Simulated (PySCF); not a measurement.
BH₇P₂Si.
Bonds: Si1–P2, P2–B3, B3–P4. Hydrogens: H5, H6, H7 on Si1; H8 on P2; H9 on B3; H10, H11 on P4.

The calculation used EOM-IP-CCSD/aug-cc-pVDZ in PySCF, restricted Hartree–Fock reference, 16 core orbitals frozen, non-relativistic, gas phase, PBE0-D3(BJ)/def2-SVP geometry.

Hartree–Fock orbital energies give these Koopmans values (eV): HOMO 9.61, HOMO-1 9.99, HOMO-2 11.86, HOMO-3 12.67, HOMO-4 13.12, HOMO-5 13.46, HOMO-6 14.14, HOMO-7 14.69.

**Question.** What vertical ionisation energies does EOM-IP-CCSD give?

**Answer.** 
```json
{"leading hole (HF orbital)": "HOMO", "Koopmans (eV)": "9.61", "EOM-IP-CCSD (eV)": "9.17", "change (eV)": "-0.44", "one-hole share": "0.95"}
{"leading hole (HF orbital)": "HOMO-1", "Koopmans (eV)": "9.99", "EOM-IP-CCSD (eV)": "9.52", "change (eV)": "-0.47", "one-hole share": "0.95"}
{"leading hole (HF orbital)": "HOMO-2", "Koopmans (eV)": "11.86", "EOM-IP-CCSD (eV)": "11.18", "change (eV)": "-0.68", "one-hole share": "0.94"}
{"leading hole (HF orbital)": "HOMO-3", "Koopmans (eV)": "12.67", "EOM-IP-CCSD (eV)": "11.65", "change (eV)": "-1.02", "one-hole share": "0.94"}
{"leading hole (HF orbital)": "HOMO-4", "Koopmans (eV)": "13.12", "EOM-IP-CCSD (eV)": "12.24", "change (eV)": "-0.88", "one-hole share": "0.94"}
{"leading hole (HF orbital)": "HOMO-5", "Koopmans (eV)": "13.46", "EOM-IP-CCSD (eV)": "12.59", "change (eV)": "-0.87", "one-hole share": "0.93"}
{"leading hole (HF orbital)": "HOMO-6", "Koopmans (eV)": "14.14", "EOM-IP-CCSD (eV)": "13.14", "change (eV)": "-1.00", "one-hole share": "0.93"}
{"leading hole (HF orbital)": "HOMO-7", "Koopmans (eV)": "14.69", "EOM-IP-CCSD (eV)": "13.74", "change (eV)": "-0.95", "one-hole share": "0.93"}
```

**Question.** Does the order of the lines follow the orbital energies?

**Answer.** Yes, no two lines change places. The corrections run from -1.02 to -0.44 eV, with a mean of -0.79 eV over the 8 lines; no line lies above its Koopmans value.

**Question.** At what kinetic energies would He I light (21.22 eV) eject these electrons?

**Answer.** 12.05 eV (HOMO), 11.70 eV (HOMO-1), 10.04 eV (HOMO-2), 9.57 eV (HOMO-3), 8.98 eV (HOMO-4), 8.63 eV (HOMO-5), 8.08 eV (HOMO-6), 7.48 eV (HOMO-7).

One root was sought for each valence orbital with −ε under 21 eV, eight at most, so deeper holes and satellites are missing; no vibrational structure.

Hardware: one thread of an Arm Neoverse N1, shared host with 64 logical CPUs at a one-minute load of 18. Cost: 7.0 min of wall time, 3.0 GiB resident at most.

The values belong to the conformer `[SiH3:1][PH:2][BH:3][PH2:4]`: Si1–P2–B3–P4 -123°, H–P4–B3–P2 -34°, H–P4–B3–P2 -137°.
